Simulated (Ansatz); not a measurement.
`O[SiH2][SiH2]CF` + `O[SiH2][SiH3]` → `O[SiH2]O[SiH2][SiH3]` + `FC[SiH3]`  (cleavage of the Si–Si bond)

Isolated molecules relaxed with PBE0-D4/def2-TZVP in Ansatz; ΔE leaves out vibrations. CCSD(T)/CBS adds triple-zeta CCSD(T) − MP2 to the extrapolated MP2 energy (def2 sets, frozen cores). One conformer a species, not always the lowest.

`O[SiH2][SiH2]CF`:

Cartesian coordinates in Å:
```
O 2.451 -0.579 -1.427
Si 0.809 -0.421 -1.298
Si 0.160 0.297 0.844
C -1.723 0.563 0.922
F -2.389 -0.585 0.500
H 2.874 -1.254 -0.894
H 0.428 0.597 -2.309
H 0.115 -1.701 -1.619
H 0.801 1.599 1.189
H 0.558 -0.700 1.878
H -2.030 1.392 0.275
H -2.054 0.792 1.940
```

`O[SiH2][SiH3]`:

Z-matrix (Å, degrees):
```
Si
Si 1 2.347
O 1 1.654 2 112.4
H 1 1.484 2 110.6 3 117.6
H 1 1.493 2 108.5 3 -123.5
H 2 1.489 1 110.0 3 177.8
H 2 1.491 1 110.1 3 58.6
H 2 1.488 1 111.4 3 -61.5
H 3 0.958 1 117.6 2 -58.8
```

`O[SiH2]O[SiH2][SiH3]`:

Z-matrix (Å, degrees):
```
Si
O 1 1.631
O 1 1.638 2 112.4
H 1 1.482 2 106.2 3 121.6
H 1 1.480 2 109.8 3 -116.3
Si 2 1.645 1 142.5 3 70.5
H 3 0.958 1 118.3 2 71.2
Si 6 2.347 2 111.8 1 27.3
H 6 1.487 2 107.8 1 148.6
H 6 1.489 2 109.3 1 -94.3
H 8 1.488 6 110.8 2 -60.0
H 8 1.489 6 108.9 2 -179.6
H 8 1.488 6 111.0 2 60.9
```

`FC[SiH3]`:

Z-matrix (Å, degrees):
```
C
Si 1 1.895
F 1 1.391 2 110.4
H 1 1.095 2 111.2 3 120.0
H 1 1.095 2 111.2 3 -120.0
H 2 1.484 1 110.0 3 60.5
H 2 1.484 1 110.0 3 -60.5
H 2 1.488 1 107.8 3 180.0
```

```
               species  CCSD(T)/CBS(def2) energy (Eh)
     `O[SiH2][SiH2]CF`                     -795.41035
       `O[SiH2][SiH3]`                     -656.96789
`O[SiH2]O[SiH2][SiH3]`                    -1022.52676
            `FC[SiH3]`                     -429.90570
```

(1) Work out ΔE.

Largest T1 diagnostic among the species: 0.012.

## Answers

(1) ΔE = (-1022.52676) + (-429.90570) − (-795.41035) − (-656.96789) = -0.05422 Eh = -142.4 kJ/mol.

The D4 term adds −3.1 kJ/mol with B3LYP and −1.8 kJ/mol with PBE0; it sums over pairs of atoms, weighted by their polarisabilities, and B3LYP, whose exchange is more repulsive, gets the larger term. In def2-TZVPP, CCSD(T) changes the Hartree–Fock value by +22.4 kJ/mol (the triples alone add +3.1 kJ/mol) and MP2 by +15.8 kJ/mol.

B3LYP here is the variant with VWN-RPA as its local correlation; programs differ in this.
